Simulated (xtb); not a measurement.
Input file for xtb: GFN2-xTB on H4OPbSi (SMILES [OH][Pb][SiH3]), a point of a torsion scan.

```
$ xtb mol.xyz --gfn 2 --opt vtight --chrg 0 --uhf 0 --input xcontrol
7

O      2.53568101    -0.10894765    -0.50763291
Pb     1.02281912    -1.27429438     0.34405638
Si    -1.17443912    -0.03763317     0.28388128
H      2.53766751     0.81292902    -0.11964433
H     -1.63963537     0.32295063    -1.06721735
H     -2.21287860    -0.87803880     0.88453016
H     -1.05745560     1.18452295     1.09386051
$constrain
  force constant=1.0
  dihedral: 1,2,3,5,60.0
$end
```

Program output:

```
[...]
           -------------------------------------------------
          |                Calculation Setup                |
           -------------------------------------------------



           -------------------------------------------------
          |                 G F N 2 - x T B                 |
           -------------------------------------------------

        Reference                      10.1021/acs.jctc.8b01176
      * Hamiltonian:
        H0-scaling (s, p, d)           1.850000    2.230000    2.230000
        zeta-weighting                 0.500000
      * Dispersion:
        s8                             2.700000
        a1                             0.520000
        a2                             5.000000
        s9                             5.000000
      * Repulsion:
        kExp                           1.500000    1.000000
        rExp                           1.000000
      * Coulomb:
        alpha                          2.000000
        third order                    shell-resolved
        anisotropic                    true
        a3                             3.000000
        a5                             4.000000
        cn-shift                       1.200000
        cn-exp                         4.000000
        max-rad                        5.000000


          ...................................................
          :                      SETUP                      :
          :.................................................:
          :  # basis functions                  22          :
          :  # atomic orbitals                  21          :
          :  # shells                           11          :
          :  # electrons                        18          :
          :  max. iterations                   250          :
          :  Hamiltonian                  GFN2-xTB          :
          :  restarted?                      false          :
          :  GBSA solvation                  false          :
          :  PC potential                    false          :
          :  electronic temp.          300.0000000     K    :
          :  accuracy                    1.0000000          :
          :  -> integral cutoff          0.2500000E+02      :
          :  -> integral neglect         0.1000000E-07      :
          :  -> SCF convergence          0.1000000E-05 Eh   :
          :  -> wf. convergence          0.1000000E-03 e    :
          :  Broyden damping             0.4000000          :
          :  net charge                          0          :
          :  unpaired electrons                  0          :
          ...................................................

 iter      E             dE          RMSdq      gap      omega  full diag
   1    -10.0737847 -0.100738E+02  0.169E+01    1.59       0.0  T
   2    -10.1451246 -0.713399E-01  0.653E+00    1.80       1.0  T
   3    -10.1469255 -0.180088E-02  0.461E+00    1.51       1.0  T
   4    -10.1478351 -0.909566E-03  0.748E-01    1.53       1.0  T
   5    -10.1479304 -0.953642E-04  0.445E-01    1.56       1.0  T
   6    -10.1479885 -0.580454E-04  0.133E-01    1.59       1.0  T
   7    -10.1479925 -0.403564E-05  0.159E-02    1.58       2.4  T
   8    -10.1479926 -0.442126E-07  0.417E-03    1.58       9.1  T
   9    -10.1479926 -0.103542E-07  0.260E-03    1.58      14.6  T
  10    -10.1479926 -0.699016E-08  0.663E-04    1.58      57.0  T
  11    -10.1479926 -0.100748E-09  0.154E-04    1.58     245.5  T

   *** convergence criteria satisfied after 11 iterations ***

         #    Occupation            Energy/Eh            Energy/eV
      -------------------------------------------------------------
         1        2.0000           -0.8769418             -23.8628
       ...           ...                  ...                  ...
         3        2.0000           -0.6197401             -16.8640
         4        2.0000           -0.4955747             -13.4853
         5        2.0000           -0.4250991             -11.5675
         6        2.0000           -0.4218163             -11.4782
         7        2.0000           -0.4061443             -11.0517
         8        2.0000           -0.4043109             -11.0019
         9        2.0000           -0.3348061              -9.1105 (HOMO)
        10                         -0.2767782              -7.5315 (LUMO)
        11                         -0.1996847              -5.4337
        12                         -0.1632883              -4.4433
        13                         -0.1436431              -3.9087
        14                         -0.1178264              -3.2062
       ...                                ...                  ...
        21                          0.7023161              19.1110
      -------------------------------------------------------------
                  HL-Gap            0.0580279 Eh            1.5790 eV
             Fermi-level           -0.3057922 Eh           -8.3210 eV

 SCC (total)  
[...]
    -0.2737185              -7.4483 (LUMO)
        11                         -0.1871892              -5.0937
        12                         -0.1593339              -4.3357
        13                         -0.1285537              -3.4981
        14                         -0.1209894              -3.2923
       ...                                ...                  ...
        21                          0.7279402              19.8083
      -------------------------------------------------------------
                  HL-Gap            0.0690958 Eh            1.8802 eV
             Fermi-level           -0.3082665 Eh           -8.3884 eV

 SCC (total)                   0 d,  0 h,  0 min,  0.002 sec
 SCC setup                      ...        0 min,  0.000 sec (  2.099%)
 Dispersion                     ...        0 min,  0.000 sec (  0.697%)
 classical contributions        ...        0 min,  0.000 sec (  0.295%)
 integral evaluation            ...        0 min,  0.001 sec ( 26.268%)
 iterations                     ...        0 min,  0.001 sec ( 22.104%)
 molecular gradient             ...        0 min,  0.001 sec ( 44.935%)
 printout                       ...        0 min,  0.000 sec (  3.302%)

         :::::::::::::::::::::::::::::::::::::::::::::::::::::
         ::                     SUMMARY                     ::
         :::::::::::::::::::::::::::::::::::::::::::::::::::::
         :: total energy             -10.128340878205 Eh    ::
         :: gradient norm              0.000098177108 Eh/a0 ::
         :: HOMO-LUMO gap              1.880193741099 eV    ::
         ::.................................................::
         :: SCC energy               -10.174547474591 Eh    ::
         :: -> isotropic ES            0.069220685059 Eh    ::
         :: -> anisotropic ES          0.003025982776 Eh    ::
         :: -> anisotropic XC          0.002632015448 Eh    ::
         :: -> dispersion             -0.004052317919 Eh    ::
         :: repulsion energy           0.046206594736 Eh    ::
         :: add. restraining           0.000000001650 Eh    ::
         :: total charge              -0.000000000000 e     ::
         :::::::::::::::::::::::::::::::::::::::::::::::::::::

           -------------------------------------------------
          |                Property Printout                |
           -------------------------------------------------

    * Orbital Energies and Occupations

         #    Occupation            Energy/Eh            Energy/eV
      -------------------------------------------------------------
         1        2.0000           -0.8771207             -23.8677
         2        2.0000           -0.6757068             -18.3869
         3        2.0000           -0.6230093             -16.9529
         4        2.0000           -0.4973486             -13.5335
         5        2.0000           -0.4114393             -11.1958
         6        2.0000           -0.4097285             -11.1493
         7        2.0000           -0.4054807             -11.0337
         8        2.0000           -0.4028287             -10.9615
         9        2.0000           -0.3428144              -9.3285 (HOMO)
        10                         -0.2737185              -7.4483 (LUMO)
        11                         -0.1871892              -5.0937
        12                         -0.1593339              -4.3357
        13                         -0.1285537              -3.4981
        14                         -0.1209894              -3.2923
        15                         -0.0656914              -1.7876
        16                         -0.0407595              -1.1091
        17                          0.1258250               3.4239
        18                          0.2373321               6.4581
        19                          0.4767887              12.9741
        20                          0.7259096              19.7530
        21                          0.7279402              19.8083
      -------------------------------------------------------------
                  HL-Gap            0.0690958 Eh            1.8802 eV
             Fermi-level           -0.3082665 Eh           -8.3884 eV

     #   Z          covCN         q      C6AA      α(0)
     1   8 O        1.602    -0.658    26.634     6.965
     2  82 Pb       1.653     0.458   433.244    43.528
     3  14 Si       3.608     0.315   102.712    19.459
     4   1 H        0.807     0.262     0.846     1.444
Note: The following floating-point exceptions are signalling: IEEE_UNDERFLOW_FLAG IEEE_DENORMAL
normal termination of xtb
     5   1 H        0.918    -0.119     6.272     3.917
     6   1 H        0.916    -0.138     7.118     4.173
     7   1 H        0.917    -0.119     6.279     3.919

 Mol. C6AA /au·bohr⁶  :       1961.400258
 Mol. C8AA /au·bohr⁸  :     158755.377145
 Mol. α(0) /au        :         83.405509


Wiberg/Mayer (AO) data.
largest (>0.10) Wiberg bond orders for each atom

 ---------------------------------------------------------------------------
     #   Z sym  total        # sym  WBO       # sym  WBO       # sym  WBO
 ---------------------------------------------------------------------------
     1   8 O    1.929 --     2 Pb   0.984     4 H    0.920
     2  82 Pb   1.948 --     1 O    0.984     3 Si   0.838
     3  14 Si   3.566 --     5 H    0.903     7 H    0.903     6 H    0.899
                             2 Pb   0.838
     4   1 H    0.931 --     1 O    0.920
     5   1 H    0.986 --     3 Si   0.903
     6   1 H    0.981 --     3 Si   0.899
     7   1 H    0.986 --     3 Si   0.903
 ---------------------------------------------------------------------------

Topologies differ in total number of bonds
Writing topology from bond orders to xtbtopo.mol

molecular dipole:
                 x           y           z       tot (Debye)
 q only:       -0.402      -1.073       0.515
   full:       -0.025      -1.326       0.548       3.648
molecular quadrupole (traceless):
                xx          xy          yy          xz          yz          zz
 q only:      -11.486      -2.343       8.779       3.310      -2.750       2.707
  q+dip:      -14.248      -3.131      11.213       4.310      -3.643       3.034
   full:      -15.527      -1.458      10.670       4.257      -2.852       4.857

           -------------------------------------------------
          |                Geometry Summary                 |
           -------------------------------------------------

      molecular mass/u    :      255.3335747
   center of mass at/Å    :        1.0361510      -1.2056065       0.4342806
  moments of inertia/u·Å² :        0.7786616E+02   0.2142260E+03   0.2867881E+03
rotational constants/cm⁻¹ :        0.2164950E+00   0.7869088E-01   0.5878080E-01

 * 4 selected distances

     #   Z          #   Z                                           value/Å
     1   8 O        4   1 H                                       0.9524661 (min)
     3  14 Si       5   1 H                                       1.4663415
     3  14 Si       6   1 H                                       1.4703250 (max)
     3  14 Si       7   1 H                                       1.4665110

 * 2 distinct bonds (by element types)

   Z      Z             #   av. dist./Å        max./Å        min./Å
   1 H    8 O           1     0.9524661     0.9524661     0.9524661
   1 H   14 Si          3     1.4677258     1.4703250     1.4663415


optimized geometry written to: xtbopt.xyz


           -------------------------------------------------
          | TOTAL ENERGY              -10.128340878205 Eh   |
          | GRADIENT NORM               0.000098177108 Eh/α |
          | HOMO-LUMO GAP               1.880193741099 eV   |
           -------------------------------------------------

------------------------------------------------------------------------
------------------------------------------------------------------------
 total:
 SCF:
 ANC optimizer:
```

The run finished.

Warnings raised: the energy holds the restraint's term.

Cost: around 0.09 core-seconds (rough).
